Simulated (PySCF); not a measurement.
Computed magnetic data of one metal complex (SC-NEVPT2 in the d shell, PySCF, with spin-orbit coupling):

```
T / K  χT / cm³ K mol⁻¹  μeff / μB
    2             0.086       0.83
    5             0.154       1.11
   10             0.187       1.22
   20             0.223       1.33
   30             0.254       1.43
   50             0.321       1.60
   75             0.408       1.80
  100             0.493       1.99
  150             0.648       2.28
  200             0.770       2.48
  250             0.864       2.63
  300             0.936       2.74
```

Powder magnetisation at 2 K: 0.04 μB at 0.5 T, 0.08 μB at 1 T, 0.15 μB at 2 T, 0.22 μB at 3 T, 0.35 μB at 5 T, 0.45 μB at 7 T.

**Question.** Which of these complexes, all computed at model or optimised geometries, gave the data?
A. [Ni(OH)4]2- (d8, tetrahedral)
B. [V(SH)6]3- (d2, octahedral)
C. TiCl2 (d2, linear)
D. [MnO4]3- (d2, tetrahedral)

**Answer.** B. [V(SH)6]3- (d2, octahedral) has NEVPT2: 2S+1 = 3, 2.74 μB at 300 K, 1.22 μB at 10 K, 0.45 μB at 7 T. The others: [MnO4]3- (d2, tetrahedral) has NEVPT2: 2S+1 = 3, 2.79 μB at 300 K, 2.77 μB at 10 K, 1.94 μB at 7 T; [Ni(OH)4]2- (d8, tetrahedral) has NEVPT2: 2S+1 = 3, 4.20 μB at 300 K, 1.02 μB at 10 K, 0.16 μB at 7 T; TiCl2 (d2, linear) has NEVPT2: 2S+1 = 3, 3.05 μB at 300 K, 0.70 μB at 10 K, 0.08 μB at 7 T.

The d shell alone is too small an active space for [MnO4]3- (an active orbital has only 0.61 squared overlap with the free ion's shell): its levels, fitted parameters, g values and moments show what this model gives and aren't sound predictions.

The d shell alone is too small an active space for TiCl2 (an active orbital has only 0.69 squared overlap with the free ion's shell): its levels, fitted parameters, g values and moments show what this model gives and aren't sound predictions.

On [V(SH)6]3-: The geometry is a model, and the complex may not exist in this form. 3Eg (from 3T1g) (61 cm⁻¹) lies within 300 cm⁻¹ of 3Ag (from 3T1g) at NEVPT2 level, inside the method's error: they are parts of one split term, whose order is undecided, and g values and low-temperature moments can hang on it. An active orbital has only 0.75 squared overlap with the free ion's shell, so the metal shell alone is a small active space here.
